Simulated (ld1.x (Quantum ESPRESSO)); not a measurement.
**Building the ultrasoft potential for iron (Fe) (PBE, scalar-relativistic).**

iron (Fe), ultrasoft, made with ld1.x (Quantum ESPRESSO) 7.5 (PBE, scalar-relativistic). Core [Ne], reference 3s2 3p6 3d6 4s2 4p0. Waves: 3s (bound): rcut 1.10, rcutus 1.26 bohr; 4s (bound): rcut 1.10, rcutus 1.26 bohr; 3p (bound): rcut 1.20, rcutus 1.36 bohr; 4p (bound, empty): rcut 1.20, rcutus 1.36 bohr; 3d (bound): rcut 1.20, rcutus 1.62 bohr; 3d channel at 0.7 Ry: rcut 1.20, rcutus 1.62 bohr. Local part: all-electron potential smoothed inside 0.96 bohr (lloc = -1). Core correction: none. Augmentation charge: built from norm-conserving waves at rcut, not smoothed further.

All-electron outer shells of the reference configuration (PBE, scalar-relativistic, ld1.x):

| shell | level (eV) | outermost node (bohr) | outermost maximum (bohr) |
| --- | --- | --- | --- |
| 2s | -819.73 | 0.08 | 0.22 |
| 2p | -698.45 | – | 0.18 |
| 3s | -94.02 | 0.33 | 0.70 |
| 3p | -60.04 | 0.30 | 0.72 |
| 3d | -7.50 | – | 0.71 |
| 4s | -5.29 | 1.00 | 2.41 |
| 4p | -1.33 | 1.10 | 3.33 |

Question: Does the generator finish with these settings?

Answer: Yes, a potential is produced.

Question: Is the overlap operator S = 1 + Σ q|β⟩⟨β| positive definite (Bessel basis up to 400 Ry)?

Answer: No: its lowest eigenvalue is -0.457, in the p channel, so the generalised eigenproblem breaks down once the basis is large enough.

Its largest configuration-test error is +1204 meV (3s2 3p6 3d6 4s1 4p0), which is poor. Test run stopped at test 2 of 7 (negative rho).

A Bessel basis up to 400 Ry misses an occupied level by 1.95 Ry, so cutoffs and ghosts were not judged. Its overlap operator is not positive definite in a basis up to 400 Ry (lowest eigenvalue p -0.46), so the file is unfit for use: the generalised eigenproblem breaks down once the basis is large enough, and its test numbers describe a broken file. The potential misses its own reference levels by up to 1.8 eV, so it is not fit for use.
